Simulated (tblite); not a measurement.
C3H8NOSi (doublet state).
Z-matrix (Å and degrees, GFN2-xTB geometry), rows numbered from 1:
```
C 
N   1  1.4278
C   2  1.2104  1  136.72
Si  3  1.8651  2  145.78  1    -0.49
O   4  1.6239  3  108.41  2   123.00
C   5  1.3913  4  129.09  3    53.89
H   1  1.0953  2  112.23  3    -2.95
H   1  1.0903  2  108.20  3  -124.33
H   1  1.0903  2  108.29  3   118.39
H   4  1.4613  3  122.27  2    11.96
H   4  1.4673  3  102.07  2  -116.26
H   6  1.0915  5  108.16  4  -169.08
H   6  1.0938  5  110.52  4    71.58
H   6  1.0927  5  111.18  4   -49.08
```

Computed geometry: GFN2-xTB, gas phase. This method treats the open shell by occupation alone, without spin polarisation.

Take the most abundant isotopes and a rigid rotor. The values belong to one conformer with, in the numbering `[CH3:1]/[N:2]=[C:3]\[SiH2:4][O:5][CH3:6]`, N2–C3–Si4–O5 123°, C3–Si4–O5–C6 54°.

(1) What are A, B and C (MHz)?

(2) What kind of rotor is it?

(3) Is it planar, by Δ = Ic − Ia − Ib?

(4) Give the other two planar moments, Paa and Pbb, and the rms extents of the mass along the axes.

(5) Give the coordinates in the principal-axis frame, origin at the centre of mass.

(6) List the rotational levels J(Ka,Kc) to J = 4 (K).

Answers

(1) Ia = 72.98, Ib = 385.79, Ic = 422.56 u·Å²; 505379 MHz·u·Å²/I gives A = 6925, B = 1310, C = 1196 MHz.

(2) A near-prolate asymmetric top: κ = (2 × 1310 − 6925 − 1196)/(6925 − 1196) = -0.96.

(3) Not planar: Δ = Ic − Ia − Ib = -36.21 u·Å². For a rigid frame Δ = −2 Σ m c², so Σ m c² = 18.11 u·Å² lies off the ab plane: 6.96 from hydrogen and 11.15 from heavier atoms. The atom farthest from that plane is 1.50 Å away.

(4) Paa = Σ m a² = (Ib + Ic − Ia)/2 = 367.68 and Pbb = Σ m b² = (Ia + Ic − Ib)/2 = 54.88 u·Å². With the mass M = 102.04 u, the rms extents √(P/M) along a, b and c are 1.90, 0.73, 0.42 Å.

(5) The sense of each axis is arbitrary; atoms in the order of the calculation.
```tsv
atom	mass (u)	a (Å)	b (Å)	c (Å)
C1	12.000	3.053	0.066	0.463
N2	14.003	1.967	0.615	-0.283
C3	12.000	0.809	0.329	-0.493
Si4	27.977	-0.563	-0.889	-0.162
O5	15.995	-1.816	-0.086	0.488
C6	12.000	-2.484	1.035	0.007
H7	1.008	2.760	-0.827	1.026
H8	1.008	3.418	0.832	1.147
H9	1.008	3.855	-0.184	-0.233
H10	1.008	-0.461	-1.918	0.870
H11	1.008	-0.826	-1.426	-1.502
H12	1.008	-3.138	1.407	0.798
H13	1.008	-3.091	0.776	-0.865
H14	1.008	-1.781	1.821	-0.280
```

(6) Above 0(0,0), as E/k:
J = 1: 1(0,1) 0.120, 1(1,1) 0.390, 1(1,0) 0.395
J = 2: 2(0,2) 0.361, 2(1,2) 0.625, 2(1,1) 0.641, 2(2,1) 1.450, 2(2,0) 1.450
J = 3: 3(0,3) 0.721, 3(1,3) 0.977, 3(1,2) 1.010, 3(2,2) 1.810, 3(2,1) 1.811, 3(3,1) 3.171, 3(3,0) 3.171
J = 4: 4(0,4) 1.201, 4(1,4) 1.447, 4(1,3) 1.502, 4(2,3) 2.291, 4(2,2) 2.293, 4(3,2) 3.653, 4(3,1) 3.653, 4(4,1) 5.558, 4(4,0) 5.558
The levels of one J sum to (2J + 1)J(J + 1)(A + B + C)/3.

For this open shell read J as N, the rotation without spin; fine and hyperfine splittings come on top. Its GFN2-xTB frequencies are all real (lowest 41 cm⁻¹). Zero-point vibration and centrifugal distortion are left out.

The run took 0.53 s on one thread of an Arm Neoverse V2 (shared host). That covers the optimisation of the geometry.
